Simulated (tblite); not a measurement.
Compound: C7H9PS.
Z-matrix (Å and degrees, GFN2-xTB geometry), rows numbered from 1:
```
C 
S   1  1.8116
C   2  1.7666  1  102.50
C   3  1.3882  2  115.26  1  -179.62
C   4  1.3798  3  123.52  2   179.98
C   5  1.3876  4  122.97  3    -0.04
C   6  1.3805  5  123.98  4    -0.03
C   7  1.5030  6  119.27  5  -179.86
P   7  1.7453  6  124.57  5     0.12
H   1  1.0872  2  109.57  3   -60.84
H   1  1.0857  2  106.40  3   179.88
H   1  1.0873  2  109.52  3    60.55
H   4  1.0821  3  117.33  2     0.02
H   5  1.0806  4  118.39  3   179.93
H   6  1.0832  5  118.28  4   179.89
H   8  1.0898  7  110.50  6   -59.31
H   8  1.0887  7  110.86  6  -179.80
H   8  1.0898  7  110.40  6    59.80
```

Method: GFN2-xTB as coded in tblite; computed harmonic values from a numerical Hessian at the method's own geometry, unscaled. Errors from tens to a few hundred cm⁻¹ against measured bands are possible. One conformer, not necessarily the lowest.

Harmonic wavenumbers (cm⁻¹): 57.3, 69.1, 106.5, 163.7, 184.6, 200.2, 267.1, 325.2, 334.3, 336.0, 430.2, 440.7, 562.5, 597.6, 700.3, 734.5, 780.1, 800.5, 890.7, 917.7, 922.2, 940.0, 956.5, 991.4, 1017.8, 1119.1, 1149.4, 1208.6, 1250.8, 1311.5, 1328.2, 1387.0, 1400.3, 1432.4, 1437.1, 1476.4, 1478.8, 1506.0, 1555.1, 2995.8, 3008.4, 3012.4, 3014.9, 3022.2, 3043.7, 3053.8, 3056.9, 3080.3.

A = 2290, B = 855.5, C = 627.8 MHz; mass 156.016 u (most abundant isotopes); point group Cs, symmetry number 1.

Task: Zero-point energy?

Result: Half the sum of the wavenumbers: 30028 cm⁻¹ = 85.85 kcal/mol.

Task: Entropy at 298.15 K, 1 bar (ideal gas, RRHO, classical rotation)?

Result: Translation 41.07, rotation 29.95, vibration 29.17: S = 100.2 cal/(mol K).

Task: And Cp and H(298.15 K) − H(0)?

Result: Cp = 38.79 cal/(mol K), of which vibrations give 30.84 (their classical limit is 48 R = 95.4); H(298.15 K) − H(0) = 7.04 kcal/mol without the zero-point energy, 4.67 from vibrations.

Task: How do the functions run with temperature in this model?

Result: 
```
 T (K)  S (cal/(mol K))  Cp (cal/(mol K))  H − H(0) (kcal/mol)  G − H(0) (kcal/mol)  ln q(vib)
    50             59.6              12.9                 0.49                -2.49       0.43
   100             70.4              19.0                 1.29                -5.75       1.56
373.15            109.7              45.9                10.22               -30.70       8.77
   500            124.6              56.2                16.72               -45.58      12.06
   750            150.3              70.2                32.67               -80.03      18.27
  1000            171.8              79.2                51.43              -120.36      23.99
```

q(vib) and H(0) count from the zero-point level.

Task: What must be added to the electronic energy to get the Gibbs energy at 298.15 K and 1 bar?

Result: ZPE + [H(298.15 K) − H(0)] − T·S = 85.85 + 7.04 − 29.87 = 63.02 kcal/mol.

Hindered rotation and anharmonicity are outside this model. Other conformers, if any are populated, would add a mixing term that is left out.
